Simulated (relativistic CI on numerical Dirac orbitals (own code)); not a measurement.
Bi⁺: computed level list

Computed by Dirac-Coulomb-Breit CI, orbitals from a KLI potential per configuration, model QED (radiative potential, 1s self-energy scaled to tabulated hydrogen-like ionisation energies), valence Slater integrals scaled by 0.85, P86 correlation estimate, and configurations built on the next ion tied to the tabulated ionisation energy (semi-empirical) (own radial code, finite nucleus).

CI space (outside the closed core [Xe] 4f14 5d10): 6s²6p², 6s²6p7s, 6s6p³, 6s²6p6d, 6s²6p7p, 6s²6p5f, 6s²6p7d, 6s²6p8s, 6s²6p6f, 6s²6p7f, 6s²6d², 6p⁴, 6s²6p8p, 6s6p²6d, 6s²5f², 6s²6p8d, 6s²6p5g, 6s²6p8f. Levels of other configurations are missing.

The lowest level is 6s²6p² ³P0, with 81 % of that term; Hund's rules for 6s²6p² give ³P with J = 0, in agreement.

```
No.  Configuration  Term  J  E (cm⁻¹)    %  Landé g   jj configuration (%)
  1         6s²6p²    ³P  0       0.0   81                    6p1/2^2 (95)
  2         6s²6p²    ³P  1   13177.6   99    1.501       6p1/2 6p3/2 (99)
  3         6s²6p²    ³P  2   17244.5   53    1.266       6p1/2 6p3/2 (94)
  4         6s²6p²    ¹D  2   33933.7   52    1.235           6p3/2^2 (94)
  5         6s²6p²    ¹S  0   43431.4   79                    6p3/2^2 (94)
  6        6s²6p7s   ³P°  0   69203.1  100                  6p1/2 7s (100)
  7        6s²6p7s   ³P°  1   69654.1   69    1.347          6p1/2 7s (99)
  8         6s6p³‡   ⁵S°  2   73517.0   68    1.794          6s 6p3/2 (58)
  9        6s²6p6d   ³F°  2   78828.0   71    0.781       6p1/2 6d3/2 (97)
 10        6s²6p6d   ³D°  1   80028.7   47    0.775       6p1/2 6d3/2 (73)
 11        6s²6p6d   ³D°  2   80700.4   30    1.385       6p1/2 6d5/2 (70)
 12        6s²6p6d   ³F°  3   81911.7   53    1.146       6p1/2 6d5/2 (91)
 13        6s²6p7p    ³D  1   83714.4   72    0.667      6p1/2 7p1/2 (100)
 14        6s²6p7p    ³P  0   86425.2   74                6p1/2 7p1/2 (98)
 15        6s²6p7p    ³P  1   87768.9   49    1.466      6p1/2 7p3/2 (100)
 16        6s²6p7p    ³D  2   88013.7   56    1.176       6p1/2 7p3/2 (99)
 17        6s²6p7s   ³P°  2   89608.2   99    1.498          6p3/2 7s (99)
 18        6s²6p7s   ¹P°  1   90810.0   60    1.105          6p3/2 7s (87)
 19         6s6p³‡   ³D°  2   94795.8   38    1.085       6p3/2 6d3/2 (42)
 20         6s6p³‡   ³D°  3   95453.1   42    1.266  6s 6p1/2 6p3/2^2 (42)
 21         6s6p³‡   ³D°  1   95978.4   39    0.841          6s 6p3/2 (37)
 22        6s²6p6d   ³P°  2   99402.9   35    1.214       6p3/2 6d5/2 (56)
 23        6s²6p6d   ³P°  0   99577.8   55                6p3/2 6d3/2 (55)
 24        6s²6p6d   ³F°  4   99601.6   99    1.250       6p3/2 6d5/2 (99)
 25        6s²6p6d   ³P°  1  100289.5   49    1.339       6p3/2 6d3/2 (48)
 26        6s²6p8s   ³P°  1  101216.7   49    1.274          6p1/2 8s (74)
 27        6s²6p8s   ³P°  0  101319.0   82                   6p1/2 8s (82)
 28        6s²6p6d   ³D°  2  102618.2   37    1.326       6p3/2 6d5/2 (31)
 29        6s²6p6d   ¹F°  3  103015.7   27    1.098       6p1/2 7d5/2 (49)
 30        6s²6p5f    ³D  3  104472.7   47    1.185       6p1/2 5f7/2 (82)
 31        6s²6p5f    ³F  2  104575.2   36    0.953       6p1/2 5f5/2 (76)
 32        6s²6p5f    ³G  3  104626.4   70    0.848       6p1/2 5f5/2 (88)
 33        6s²6p7d   ³F°  2  104827.7   69    0.790       6p1/2 7d3/2 (96)
 34        6s²6p5f    ³G  4  104872.4   42    1.089       6p1/2 5f7/2 (99)
 35        6s²6p7p    ³P  1  105378.5   44    1.213       6p3/2 7p1/2 (83)
 36        6s²6p7p    ³D  2  106162.8   31    1.148       6p3/2 7p1/2 (68)
 37        6s²6p8p    ³D  1  106988.5   70    0.713       6p1/2 8p1/2 (97)
 38        6s²6p8p    ³P  0  107826.4   64                6p1/2 8p1/2 (93)
 39        6s²6p7p    ³D  3  108075.3   93    1.322       6p3/2 7p3/2 (93)
 40        6s²6p7p    ³S  1  108213.0   38    1.543       6p3/2 7p3/2 (44)
 41        6s²6p7d   ³D°  1  108317.5   24    0.898       6p1/2 7d3/2 (53)
 42        6s²6p8p    ³D  2  108644.7   39    1.231       6p1/2 8p3/2 (76)
 43        6s²6p8p    ³P  1  108880.1   30    1.555       6p1/2 8p3/2 (58)
 44        6s²6p7d   ³P°  2  109358.3   30    1.259       6p1/2 7d5/2 (61)
 45        6s²6p6d   ¹P°  1  109558.5   46    0.931       6p3/2 6d5/2 (46)
```

Energies count from the lowest computed level; ° marks odd parity. Filled j subshells are mostly left out of the jj labels. ‡ marks configurations that were not tied to measured data.

The mean weight of the leading LS term, summed over parents, in these 45 levels is 56 %, and that of the leading jj configuration (from the same eigenvectors) 77 %, so jj coupling describes them better and the LS labels are nominal.

Configurations that consist of the next ion and one excited electron were tied to the tabulated ionisation energy; Rydberg ones are usually within 1,000 to 3,000 cm⁻¹ and the lowest ones within about 6,000 (9,000 in d shells), while levels on excited terms of the next ion carry the error of that term, and the other configurations can be misplaced by 10,000 cm⁻¹ or more. Rates follow the energies as ν³ (E1, M1) or ν⁵ (E2), so rates, branching and lifetimes can be off by large factors. The fine structure of a lone outer electron comes out too small, for d and f at times inverted, and misplaced configurations move strength between like terms. 9 of the 25 excited levels that our extract of the measured tables holds in this range could be paired (the sources list more); they are missed by 355 cm⁻¹ on average and 924 at most, and levels without a partner can miss by more.

LS names give the leading component of a level, which can be under half, so a name can repeat, a term be missing and a line seem to break the LS rules.
